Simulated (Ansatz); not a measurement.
This Ansatz (an electronic-structure program) input (B3LYP/def2-QZVPPD) gives -537.58410 Eh with 271 basis functions. A basis named .json is the Basis Set Exchange file of that set (core-valence sets with the plain set on hydrogen).

Ansatz 0.2 input:
```yaml
crystal:
  periodic: [false, false, false]
  atoms:
    - {symbol: C, position_ang: [1.70161440, -0.25838259, 0.02280429]}
    - {symbol: C, position_ang: [0.66537847, 0.51635584, 0.01308827]}
    - {symbol: Cl, position_ang: [-0.99344440, -0.10901309, -0.01506937]}
    - {symbol: H, position_ang: [1.99597846, -1.29178882, 0.02006940]}
    - {symbol: H, position_ang: [0.69061921, 1.59717185, 0.02075454]}
basis:
  gaussian:
    orbitals: def2-QZVPPD.json
hamiltonian:
  xc: {name: B3LYP}
magnetization: {spin_polarized: true, initial_magnetization: 1}
```

Change:
```diff
- orbitals: def2-QZVPPD.json
+ orbitals: def2-SVP
```

Q: What does the run give now?

A: -537.31205 Eh (B3LYP/def2-SVP, 56 functions), a change of +272.05 mEh.
